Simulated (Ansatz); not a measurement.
`[Li][Ag]` + H₂ → `[AgH]` + `[LiH]`  (hydrogenolysis of the Ag–Li bond)

Gas-phase electronic energies from Ansatz, PBE0-D4/def2-TZVP geometries. CBS: MP2 limit from def2 TZ/QZ plus the TZ coupled-cluster correction, frozen cores. This one scheme is used for every species. DFT in def2-TZVPP. B3LYP here is the variant with VWN-RPA as its local correlation; programs differ in this. HSE06 is defined as in plane-wave codes. Elements past krypton have def2 core potentials. For Ag, Li outer-core shells are correlated without core-valence functions, which leaves a few kJ/mol of doubt a bond.

| level | ΔE (kcal/mol) | difference from CCSD(T)/CBS |
| --- | --- | --- |
| LDA (SPW92) | 38.0 | -2.7 |
| PBE-D4 | 38.9 | -1.8 |
| B3LYP-D4 | 38.5 | -2.2 |
| r2SCANh-D4 | 37.7 | -3.0 |
| r2SCAN0-D4 | 37.3 | -3.4 |
| BHLYP-D4 | 37.2 | -3.5 |
| B2PLYP | 39.2 | -1.5 |
| BLYP | 39.9 | -0.8 |
| B3LYP | 38.8 | -1.9 |
| r2SCANh | 37.8 | -2.9 |
| HSE06 | 37.7 | -3.0 |
| HF/def2-QZVPP | 33.2 | -7.5 |
| SCS-MP2/def2-QZVPP | 39.4 | -1.3 |
| CCSD/def2-QZVPP | 37.6 | -3.1 |
| HF/CBS(def2) | 33.1 | -7.6 |
| CCSD/CBS(def2) | 39.6 | -1.1 |
| CCSD(T)/CBS | 40.7 | 0 |

(1) What do rigid-rotor, harmonic-oscillator terms from PBE0-D4/def2-TZVP frequencies (298.15 K, 1 bar) make of the CCSD(T)/CBS value? (Estimate.)

Largest T1 diagnostic among the species: 0.028, so the coupled-cluster value is less sure than usual.

Answers

(1) The calculation gave: ΔZPE = -2.3 kcal/mol, ΔH = +38.2 kcal/mol, ΔS = 13 J/(mol·K), ΔG = +37.3 kcal/mol.

Leaving LDA and LC-ωPBE aside and taking each functional with its dispersion term where it has one, the values, not all of them listed here, spread over 7.6 kcal/mol, from B97M-V to BLYP-D4. LDA lies −1.1 kcal/mol from PBE without D4. In def2-TZVPP, CCSD(T) changes the Hartree–Fock value by +3.8 kcal/mol (the triples alone add +1.1 kcal/mol) and MP2 by +5.6 kcal/mol.
